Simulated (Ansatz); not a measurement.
Species: 1,1-difluoroethane, C$_{2}$H$_{4}$F$_{2}$ (charge 0, singlet). SMILES: FC(C)F
Geometry from a B3LYP-D3(BJ)/def2-TZVP (Ansatz, a quantum-chemistry and plane-wave program) optimisation:
```
C
F 1 1.3715
F 1 1.3715 2 106.89
H 1 1.0926 2 107.35 3 114.92
C 1 1.5017 4 114.35 3 122.69
H 5 1.0898 1 109.82 4 -59.97
H 5 1.0898 6 109.06 1 -120.39
H 5 1.0899 6 109.32 7 -119.48
```

Quantity: atomisation energy (electronic, to ground-state atoms), in eV. Valence correlation only, unless marked. Open shells are spin-unrestricted. No spin-orbit coupling. Non-relativistic. The coupled-cluster limit lacks core correlation, which all-electron functionals hold. Basis-set limits of correlation are two-point, X^-3; Hartree-Fock from the larger set (for Q and 5 zeta extrapolated as (X+1)exp(-9√X)).

```json
[
 {"level": "HF/STO-3G", "program": "Ansatz", "atomisation energy (eV)": "26.58"},
 {"level": "PBE0-D4/def2-TZVP", "program": "Ansatz + dftd4", "atomisation energy (eV)": "32.11"},
 {"level": "PBE0-D4/def2-TZVPD", "program": "Ansatz + dftd4", "atomisation energy (eV)": "32.11"},
 {"level": "HSE06-D3(BJ)/def2-TZVPD", "program": "Ansatz + dftd3", "atomisation energy (eV)": "32.12"},
 {"level": "HSE06/def2-TZVPD", "program": "Ansatz", "atomisation energy (eV)": "32.07"},
 {"level": "LC-wPBE/def2-TZVPD", "program": "Ansatz", "atomisation energy (eV)": "32.10"},
 {"level": "RPA@PBE/cc-pVQZ", "program": "Ansatz", "atomisation energy (eV)": "29.96"}
]
```

Task: What does CCSD(T)/CBS(cc-pVQZ,cc-pV5Z) (Ansatz) give?

Result: 31.99 eV
